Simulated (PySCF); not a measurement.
**Electron correlation in Ge²⁺ (germanium, charge +2)**

[Ar] 3d10 4s2, closed-shell 1S. Computed with PySCF 2.14 in cc-pVTZ-PP with ECP10MDF, with scalar relativity through the core potential. Frozen: 3s2 3p6 3d10; 2 electrons correlated.

Total MP2 correlation energy: -28.86 mhartree.

Same-spin part 0.00 and opposite-spin part -28.86 mhartree; SCS-MP2 scales them by 1/3 and 6/5 to -34.63 mhartree.

With two correlated electrons CCSD is exact within the correlated space (frozen core and kept virtual orbitals).

```json
{"level": "CCSD", "correlation energy (mhartree)": "-39.91"}
```

Diagnostics: T1 = 0.0047, D1 = 0.0066, largest double amplitude 0.101.

Cost of the coupled-cluster step: 0.09 s of wall time on 1 thread of Neoverse-V1 (shared host), for 2 correlated electrons.

Iterations:

```
CC2 = 0
CCSD nocc = 1, nmo = 30
frozen orbitals [0, 1, 2, 3, 4, 5, 6, 7, 8]
max_cycle = 100
direct = 0
conv_tol = 1e-08
conv_tol_normt = 1e-06
diis_space = 8
diis_start_cycle = 0
Init t2, MP2 energy = -292.54915740911  E_corr(MP2) -0.0288595985142675
Init E_corr(CCSD) = -0.0288595985146363
cycle = 1  E_corr(CCSD) = -0.0357414949967556  dE = -0.00688189648  norm(t1,t2) = 0.0403537
cycle = 2  E_corr(CCSD) = -0.0381876764341186  dE = -0.00244618144  norm(t1,t2) = 0.0168009
cycle = 3  E_corr(CCSD) = -0.0399273048472271  dE = -0.00173962841  norm(t1,t2) = 0.00723977
cycle = 4  E_corr(CCSD) = -0.0399126393005422  dE = 1.46655467e-05  norm(t1,t2) = 0.000217767
cycle = 5  E_corr(CCSD) = -0.0399151232229591  dE = -2.48392242e-06  norm(t1,t2) = 1.51356e-05
cycle = 6  E_corr(CCSD) = -0.0399141515680055  dE = 9.71654954e-07  norm(t1,t2) = 3.24644e-06
cycle = 7  E_corr(CCSD) = -0.0399143234794393  dE = -1.71911434e-07  norm(t1,t2) = 6.65366e-07
cycle = 8  E_corr(CCSD) = -0.0399143149331607  dE = 8.54627859e-09  norm(t1,t2) = 7.33455e-08
CCSD converged
E(CCSD) = -292.560212125529  E_corr = -0.03991431493316075
```
